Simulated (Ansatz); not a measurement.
Calculated with Ansatz (gas phase, PBE0-D4/def2-TZVP geometries, no zero-point term in ΔE). CCSD(T)/CBS is the MP2 limit (def2-TZVPP, def2-QZVPP) plus CCSD(T) − MP2 in def2-TZVPP, frozen cores. DFT in def2-TZVPP. B3LYP here is the variant with VWN-RPA as its local correlation; programs differ in this.

`C[SiH]1BCC1` → `CC1([SiH3])BC1`  (isomerisation)

`C[SiH]1BCC1`:

Cartesian coordinates in Å:
```
C -1.064 1.609 0.759
Si 0.400 0.876 -0.165
B 1.328 -0.677 0.745
C 0.383 -1.604 -0.102
C -0.062 -0.635 -1.234
H -1.719 2.148 0.070
H -1.651 0.827 1.246
H -0.729 2.310 1.527
H 1.139 1.984 -0.845
H 2.199 -0.981 1.504
H -0.467 -1.770 0.587
H 0.710 -2.606 -0.402
H -1.081 -0.768 -1.601
H 0.614 -0.714 -2.090
```

`CC1([SiH3])BC1`:

```xyz
14

C     0.347   -0.885    1.288
C    -0.013    0.063    0.157
Si   -0.832   -0.726   -1.313
B    -0.414    1.504    0.418
C     0.949    1.228   -0.201
H    -0.538   -1.393    1.680
H     1.056   -1.650    0.955
H     0.814   -0.352    2.121
H    -1.238    0.321   -2.290
H    -2.040   -1.487   -0.894
H     0.105   -1.663   -1.997
H    -1.191    2.265    0.888
H     1.824    1.354    0.436
H     1.171    1.419   -1.247
```

```
          level  ΔE (kcal/mol)
       B3LYP-D4           12.3
        ωB97X-V           13.2
        ωB97M-V           13.0
         r2SCAN           13.0
 MP2/def2-TZVPP           12.2
CCSD/def2-TZVPP           13.7
 MP2/def2-QZVPP           12.3
 CCSD/CBS(def2)           13.8
```

Question: What does CCSD(T)/CBS give? (Best estimate.)

Answer: Ansatz gave: +13.9 kcal/mol. The listed levels differ from it by -1.6, -0.7, -0.9, -0.9, -1.7, -0.2, -1.6, -0.1 kcal/mol.

Largest T1 diagnostic among the species: 0.011.

In def2-TZVPP, CCSD(T) changes the Hartree–Fock value by +2.4 kcal/mol (the triples alone add +0.1 kcal/mol) and MP2 by +0.8 kcal/mol.
